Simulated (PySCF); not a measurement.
NbOCl2, SMILES [O]=[Nb+]([Cl])[Cl], charge +1, multiplicity 1.

Coordinates come from a B3LYP-D3(BJ)/def2-SVP optimisation. The spin state was assumed, not searched. The isomer is the one that the SMILES or the coordinates give; other isomers of the formula were not compared. The def2 effective core potentials stand for the cores of Nb; spin–orbit coupling is left out.

Level of theory: CAM-B3LYP/def2-TZVPD run with PySCF.

Symmetry labels are those of the subgroup Cs that the program uses (full group Cs).

Computed valence orbital energies around the gap with their symmetry:
```
orbital  symmetry  energy (eV)
-------  --------  -----------
HOMO−7         A'       -19.11
HOMO−6         A'       -19.05
HOMO−5         A"       -18.21
HOMO−4         A'       -18.15
HOMO−3         A'       -17.46
HOMO−2         A"       -16.70
HOMO−1         A'       -16.63
HOMO           A"       -16.35
LUMO           A'        -9.17
LUMO+1         A"        -8.45
LUMO+2         A'        -7.58
LUMO+3         A"        -6.16
```
